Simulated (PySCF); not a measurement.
PySCF 2.14 output of an unrestricted MN15 calculation on a single atom or ion in aug-cc-pVDZ-PP with ECP10MDF (5s5p4d2f, 54 functions), with scalar relativity through the core potential:

```
SCF conv_tol = 1e-09
number electrons alpha = 10  beta = 10
    H. S. Yu, X. He, S. L. Li, and D. G. Truhlar.,  Chem. Sci. 7, 5032-5051 (2016)
    H. S. Yu, X. He, S. L. Li, and D. G. Truhlar.,  Chem. Sci. 7, 5032-5051 (2016)
cycle= 1 E= -227.460225888636  delta_E= -0.115  |g|= 0.0513  |ddm|= 4.57
cycle= 2 E= -227.46100558298  delta_E= -0.00078  |g|= 0.00675  |ddm|= 0.608
cycle= 3 E= -227.461019961778  delta_E= -1.44e-05  |g|= 0.00723  |ddm|= 0.0155
cycle= 4 E= -227.461025995274  delta_E= -6.03e-06  |g|= 0.00256  |ddm|= 0.0282
cycle= 5 E= -227.46102718839  delta_E= -1.19e-06  |g|= 0.000104  |ddm|= 0.00862
cycle= 6 E= -227.461027206408  delta_E= -1.8e-08  |g|= 2.07e-06  |ddm|= 0.000972
cycle= 7 E= -227.461027206411  delta_E= -3.07e-12  |g|= 2.7e-07  |ddm|= 2.09e-05
converged SCF energy = -227.461027206411  <S^2> = -3.5527137e-15  2S+1 = 1
```

The run itself started from symmetry-adapted Hartree-Fock orbitals and held the occupation by maximum overlap, on a logarithmic radial grid, so the iterations belong to that start.

Q: Which element, charge and spin multiplicity is this?

A: Zn (zinc, neutral), multiplicity 1; the state was [Ar] 3d10 4s2, closed-shell 1S.

Energies and moments cover only the electrons outside the core potential.
